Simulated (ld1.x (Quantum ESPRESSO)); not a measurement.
**How hard is this Hg (Z = 80) TM potential?**

| Property | Result |
| --- | --- |
| Element | mercury (Hg) |
| Generator | ld1.x (Quantum ESPRESSO) 7.5 |
| Type | norm-conserving Troullier–Martins (Kleinman–Bylander form) |
| Functional | LDA (PZ) |
| Relativity | non-relativistic |
| Frozen core | [Kr] 4d10 4f14 |
| Valence charge | 20 |
| Reference configuration | 5s2 5p6 5d10 6s1.5 6p0.5 |
| Partial waves | 5s (bound): rc 1.20 bohr; 5p (bound): rc 1.65 bohr; 5f channel at 0.15 Ry: rc 1.65 bohr; 5d (bound): rc 2.05 bohr |
| Local potential | the d channel |
| Core correction | none |

Occupied shells without a wave of their own: 6p, 6s. They enter only through the test configuration that unscreens the potential.

The pseudo-atom Hamiltonian at the reference potential is diagonalised in spherical Bessel functions j_l(qr) that vanish at 20 bohr, with q² up to the cutoff. All-electron valence levels (Ry): 5s -6.9093, 6s -0.4517, 5p -4.5863, 6p -0.1416, 5d -0.9655.

How do the lowest levels (Ry) of each channel move with the cutoff, and are there ghosts?

| cutoff (Ry) | s #1 | s #2 | p #1 | p #2 | p #3 | f #1 | d #1 | Σ f·Δε (mRy) |
| --- | --- | --- | --- | --- | --- | --- | --- | --- |
| 8 | -5.6989 | -0.3293 | -3.1300 | -0.0740 | 0.0464 | 0.0978 | -0.0764 | 20264.4 |
| 21 | -6.2979 | -0.3738 | -4.5490 | -0.1394 | 0.0311 | 0.0978 | -0.7842 | 3375.0 |
| 45 | -6.8522 | -0.4398 | -4.5838 | -0.1442 | 0.0302 | 0.0978 | -0.9649 | 149.3 |
| 70 | -6.8720 | -0.4428 | -4.5862 | -0.1443 | 0.0302 | 0.0978 | -0.9655 | 84.9 |
| 120 | -6.9068 | -0.4481 | -4.5864 | -0.1443 | 0.0302 | 0.0978 | -0.9656 | 5.6 |
| 230 | -6.9093 | -0.4484 | -4.5864 | -0.1443 | 0.0302 | 0.0978 | -0.9656 | 0.2 |
| 400 | -6.9094 | -0.4484 | -4.5864 | -0.1443 | 0.0302 | 0.0978 | -0.9656 | 0.0 |

Result: no extra level below or beside the all-electron valence levels (s, p, f, d tested); 10 mRy is reached at 110 Ry and 1 mRy at 180 Ry.
